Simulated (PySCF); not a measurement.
Variants of one PySCF input: SiTe

Base input, run as `OMP_NUM_THREADS=1 python input.py` with PySCF 2.14:

```python
from pyscf import gto, scf, mp

mol = gto.M(
    atom='Si 0 0 0; Te 0 0 2.192',
    basis='x2c-svpall',
    charge=0,
    spin=0,
    verbose=4,
)
mf = scf.RHF(mol)
mf = mf.sfx2c1e()
mf.kernel()
mp.MP2(mf, frozen=23).kernel()
mf.dip_moment()
print('orbital energies (hartree):', mf.mo_energy[..., max(0, mol.nelec[1]-3):mol.nelec[0]+3].round(4))
```

Base result: E(SCF) = -7079.717728 Eh, 9 cycles, E(MP2) − E(SCF) = -0.18936 Eh, μz(SCF) = -0.87 D. Stability towards an unrestricted solution was not tested. The bond length is a typed value, not an optimised one.

Hardware: Arm Neoverse V1, 1 thread, shared host. Wall time 1.8 s, peak memory 0.16 GiB.

Each row names what differs from the base; energies in brackets are changes from the base.

| change | result |
| --- | --- |
| step after the SCF: mp2 → polarizability | E(SCF) = -7079.717728 Eh (+0.0000 eV), 9 cycles, μz(SCF) = -0.87 D, α(xx, yy, zz) = 37.2, 37.2, 86.9 bohr³ |
| geometry: bond 2.192 → bond 1.929 | E(SCF) = -7079.647802 Eh (+1.9028 eV), 8 cycles, E(MP2) − E(SCF) = -0.18219 Eh, μz(SCF) = 0.31 D |
| spin (2S): 0 → 68 [unsound on purpose] [runs as restricted open-shell] | stops with AssertionError |
| geometry: bond 2.192 → bond 2.039 | E(SCF) = -7079.692832 Eh (+0.6774 eV), 9 cycles, E(MP2) − E(SCF) = -0.18492 Eh, μz(SCF) = -0.16 D |
| geometry: bond 2.192 → bond 4.384 [stretched restricted solution, likely unstable] | E(SCF) = -7079.401560 Eh (+8.6034 eV), E(MP2) − E(SCF) = -0.43427 Eh, μz(SCF) = -7.36 D |
| convergence threshold: default → 0.001 [unsound on purpose] | E(SCF) = -7079.717724 Eh (+0.0001 eV), 4 cycles, E(MP2) − E(SCF) = -0.18958 Eh, μz(SCF) = -0.85 D |
| cycle limit: 50 → 8 | not converged: SCF after 8 cycles |
| geometry: bond 2.192 → bond 0.1 [unsound on purpose] | E(SCF) = -5272.394852 Eh, 11 cycles, E(MP2) − E(SCF) = -0.12818 Eh, μz(SCF) = 1.67 D |
| functional: none (Hartree–Fock) → olyp; SCF type: RHF → RKS; step after the SCF: mp2 → analyze | E(SCF) = -7085.262867 Eh, 9 cycles, μz(SCF) = 0.03 D |
| spin (2S): 0 → 2; SCF type: RHF → UHF [a high spin state] | E(SCF) = -7079.633477 Eh (+2.2926 eV), E(MP2) − E(SCF) = -0.16111 Eh, ⟨S²⟩ = 2.211, μz(SCF) = -1.45 D |
| geometry: bond 2.192 → bond 6.576 [stretched restricted solution, likely unstable] | not converged: SCF after 50 cycles |
| length unit: angstrom → bohr [unsound on purpose] | E(SCF) = -7076.895468 Eh (+76.7976 eV), 9 cycles, E(MP2) − E(SCF) = -0.16913 Eh, μz(SCF) = 2.47 D |
| functional: none (Hartree–Fock) → lda,vwn; SCF type: RHF → RKS; step after the SCF: mp2 → analyze | E(SCF) = -7075.664242 Eh, 9 cycles, μz(SCF) = -0.16 D |
| step after the SCF: mp2 → tda; number of roots: default → 4 | E(SCF) = -7079.717728 Eh (+0.0000 eV), 9 cycles, μz(SCF) = -0.87 D, first singlet excitations without spin–orbit coupling 3.54, 3.75, 3.75, 6.16 eV |
| basis set: x2c-svpall → crenbl; core potential: off → on; spin-free X2C: on → off; frozen orbitals: 23 → 0 | E(SCF) = -98.059449 Eh, 10 cycles, E(MP2) − E(SCF) = -0.28234 Eh, μz(SCF) = -1.26 D |
| Cartesian functions: off → on | E(SCF) = -7079.736332 Eh (-0.5062 eV), 9 cycles, E(MP2) − E(SCF) = -0.19523 Eh, μz(SCF) = -0.90 D |
| initial guess: minao → sap | E(SCF) = -7079.717728 Eh (+0.0000 eV), 10 cycles, E(MP2) − E(SCF) = -0.18936 Eh, μz(SCF) = -0.87 D |
| electric field along z (a.u.): none → 0.01 | E(SCF) = -7079.718682 Eh (-0.0260 eV), 9 cycles, E(MP2) − E(SCF) = -0.19254 Eh, μz(SCF) = 1.37 D |

Order these changes by how far they move the SCF energy from the base, largest first: (1) Cartesian functions: off → on; (2) geometry: bond 2.192 → bond 1.929; (3) geometry: bond 2.192 → bond 2.039; (4) geometry: bond 2.192 → bond 4.384.

(4) +8.6034 eV, (2) +1.9028 eV, (3) +0.6774 eV, (1) -0.5062 eV.
